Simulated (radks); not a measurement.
The numbers below are computed, except where a source is named.
Coulomb parameter of the 4d shell of the silver ion Ag2+ in the model configuration [Kr] 4d8 5s1, as a second difference U = [E(n + 0.5) + E(n - 0.5) - 2 E(n)] / (0.5)^2 with all orbitals relaxed. "Bare": the charge of the atom changes with n. "Screened": the 5s shell takes up the change at fixed total charge, which measures U(4d,4d) + U(5s,5s) - 2 U(4d,5s). Level of theory: scalar-relativistic Kohn-Sham, BLYP, spin-unpolarised, spherical densities, finite nucleus; Fermi nuclear charge, rms radius 4.5454 fm (a radial shooting solver on a logarithmic mesh with Libxc functionals).

case              configuration  E - E(n) (eV)
start              [Kr] 4d8 5s1          0.000
bare +0.5        [Kr] 4d8.5 5s1        -14.626
bare -0.5        [Kr] 4d7.5 5s1         18.251
screened +0.5  [Kr] 4d8.5 5s0.5         -4.770
screened -0.5  [Kr] 4d7.5 5s1.5          5.392

U(bare) = 14.500 eV, U(screened by 5s) = 2.484 eV, against the Slater integral F0(4d,4d) = 19.421 eV with frozen orbitals.
